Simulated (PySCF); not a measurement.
## Ionising SrIn

PBE; basis Sr def2-SVP with ECP28, In def2-SVP with ECP28; scalar-relativistic core potentials; PySCF 2.14. Neutral (UKS): doublet (π ↑), Re = 3.440 Å, ωe = 95.6 cm⁻¹, De = 0.68 eV, HOMO -2.85 eV, LUMO -2.70 eV.

SrIn⁺ (UKS): singlet (closed shell), Re = 3.816 Å, ωe = 79.4 cm⁻¹, De = 1.60 eV to Sr⁺ + In. The energies at the minima are -220.81014 hartree for SrIn and -220.63482 for SrIn⁺.

(1) Work out the adiabatic ionisation energy, without and with harmonic zero-point energies (1 hartree = 27.2114 eV, 1 eV = 8065.5 cm⁻¹), and the change of the bond length.

Closed-shell solutions of metal pairs were not tested for spin polarisation, which can lower them a little. These are scalar-relativistic numbers at best; spin–orbit coupling would shift them, the dissociation energy most. For an ion De counts to the pair picked by the measured ionisation energies or electron affinities, which need not be the lowest pair at this level. States were picked by a PBE0 search and need not be the measured ground states.

## Answers

(1) At PBE: 0.17532 hartree = 4.771 eV between the minima; the zero-point term (79.4 − 95.6)/2 cm⁻¹ = -0.001 eV makes it 4.770 eV. Re changes by +37.6 pm against the neutral. The electron leaves a π orbital, and the longer bond of the ion fits a bonding orbital, or a change in how ionic the bond is.
